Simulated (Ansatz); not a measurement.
Reaction (formal exchange of groups at a C–Ge bond): `O=[CH][GeH2][Cl]` + `C=C(C)O` → `C=C(O)CC=O` + `[Cl][GeH3]`

Program: Ansatz. Geometries: PBE0-D4/def2-TZVP. ΔE: electronic, gas phase. CCSD(T)/CBS is the MP2 limit (def2-TZVPP, def2-QZVPP) plus CCSD(T) − MP2 in def2-TZVPP, frozen cores. DFT in def2-TZVPP. For Ge outer-core shells are correlated without core-valence functions, which leaves a few kJ/mol of doubt a bond. Scalar relativity is left out up to krypton. Each species was taken in one conformer, which may not be the lowest.

```
             level  ΔE (kJ/mol)
               PBE         -2.7
              PBE0         -8.5
SCS-MP2/def2-TZVPP         -9.2
      HF/CBS(def2)        -16.9
```

**Question.** What does CCSD(T)/CBS give? (An estimate is asked.)

**Answer.** Computed: -8.3 kJ/mol. The listed levels differ from it by 5.6, -0.2, -0.9, -8.6 kJ/mol.

Largest T1 diagnostic among the species: 0.014.

In def2-TZVPP, CCSD(T) changes the Hartree–Fock value by +7.6 kJ/mol (the triples alone add +1.0 kJ/mol) and MP2 by +6.9 kJ/mol. From PBE to PBE0 (25 % exact exchange), in def2-TZVPP and without D4, ΔE moves by −5.8 kJ/mol.
